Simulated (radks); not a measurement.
Values are calculated unless marked as measured or tabulated.
Os, 76 electrons, occupied as [Xe] 4f13 5d6 6s2 6p1 (not the ground configuration). Level of theory: scalar-relativistic Kohn-Sham, PBEsol, spin-polarised, spherical densities, finite nucleus; open shells are filled with parallel spins first (spin-orbit coupling, left out, can overturn this in heavy ions); Fermi nuclear charge, rms radius 5.4126 fm (a radial shooting solver on a logarithmic mesh with Libxc functionals).

Radial electron density D(r) = 4 pi r^2 rho(r):

| r (bohr) | D(r) (e/bohr) | spin D(r) |
|---|---|---|
| 0.001246 | 12.04 | -0.0000213 |
| 0.001715 | 19.09 | -0.0000333 |
| 0.002362 | 29.45 | -0.0000504 |
| 0.003227 | 43.35 | -0.0000718 |
| 0.004444 | 61.27 | -0.0000957 |
| 0.00612 | 80.83 | -0.000112 |
| 0.008361 | 96.98 | -0.0000977 |
| 0.01151 | 104.5 | 0.00000717 |
| 0.01586 | 100.3 | 0.000410 |
| 0.02184 | 92.90 | 0.00198 |
| 0.02983 | 100.1 | 0.00794 |
| 0.04108 | 126.4 | 0.0295 |
| 0.05657 | 140.9 | 0.0912 |
| 0.07729 | 121.0 | 0.212 |
| 0.1064 | 110.5 | 0.352 |
| 0.1466 | 129.5 | 0.414 |
| 0.2002 | 104.3 | 0.663 |
| 0.2758 | 67.97 | 1.70 |
| 0.3798 | 80.30 | 2.58 |
| 0.5188 | 62.46 | 1.78 |
| 0.7145 | 29.39 | 1.23 |
| 0.9839 | 18.47 | 2.48 |
| 1.344 | 11.05 | 3.08 |
| 1.851 | 4.938 | 2.07 |
| 2.549 | 2.294 | 0.947 |
| 3.483 | 0.9938 | 0.407 |
| 4.796 | 0.2979 | 0.165 |
| 6.605 | 0.05825 | 0.0455 |
| 9.023 | 0.007299 | 0.00686 |
| 12.43 | 0.0003739 | 0.000371 |

D(r) has 4 maxima, at r = 0.0119, 0.0548, 0.151, 0.398 bohr, and minima at 0.0229, 0.0983, 0.282 bohr, inside which lie 1.89, 11.05, 29.88 electrons.
